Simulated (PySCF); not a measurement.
PySCF input file for AlH3Se3, SMILES [SeH][Al]([SeH])[SeH], IEF-PCM-PBE0/def2-SVP. Geometry: B3LYP-D3(BJ)/def2-SVP. Other conformers were not sampled.

```python
import numpy as np
from pyscf import gto, scf, dft
from pyscf.solvent import pcm

mol = gto.M(
    atom='''
    Al    0.01996217    0.00225826    0.00274768
    Se   -2.21810425   -0.61517015   -0.06657870
    H    -1.92527794   -1.93332044    0.53186057
    Se    0.50039941    2.22878291   -0.46190238
    H     1.94987961    1.96347865   -0.55290197
    Se    1.62988314   -1.59805161    0.50990140
    H     2.70182826   -0.58859427    0.61703054
    ''',
    basis='def2-SVP',
    charge=0,
    spin=0,
    max_memory=1600,
    verbose=3,
)
mf = dft.RKS(mol, xc='pbe0').density_fit(auxbasis='def2-universal-jkfit')
mf.grids.level = 3
mf.conv_tol = 1e-9
mf.max_cycle = 100
mf.kernel()
res = {}
for name, eps in {'water': 78.355, 'dichloromethane': 8.93, 'acetonitrile': 35.688}.items():
    s = mf.PCM()
    s.with_solvent.method, s.with_solvent.eps, s.with_solvent.lebedev_order = 'IEF-PCM', eps, 29
    s.kernel(mf.make_rdm1())
    res[name] = (s.e_tot, eps, s.dip_moment(), s.mo_energy, s.converged)
    print(f'{name}: electrostatic solvation free energy {(s.e_tot - mf.e_tot) * 627.509474:.3f} kcal/mol')
```

Log of the run:

```
converged SCF energy = -7447.10851286128

WARN: PCM is an experimental feature. It is still in testing.
Features and APIs may be changed in the future.

converged SCF energy = -7447.1187481317
Dipole moment(X, Y, Z, Debye):  2.04127, -0.37370,  0.43178
water: electrostatic solvation free energy -6.423 kcal/mol

WARN: PCM is an experimental feature. It is still in testing.
Features and APIs may be changed in the future.

converged SCF energy = -7447.11692725283
Dipole moment(X, Y, Z, Debye):  1.88751, -0.34837,  0.40300
dichloromethane: electrostatic solvation free energy -5.280 kcal/mol

WARN: PCM is an experimental feature. It is still in testing.
Features and APIs may be changed in the future.

converged SCF energy = -7447.11844419275
Dipole moment(X, Y, Z, Debye):  2.01493, -0.36944,  0.42693
acetonitrile: electrostatic solvation free energy -6.232 kcal/mol
```

Self-consistency was reached.
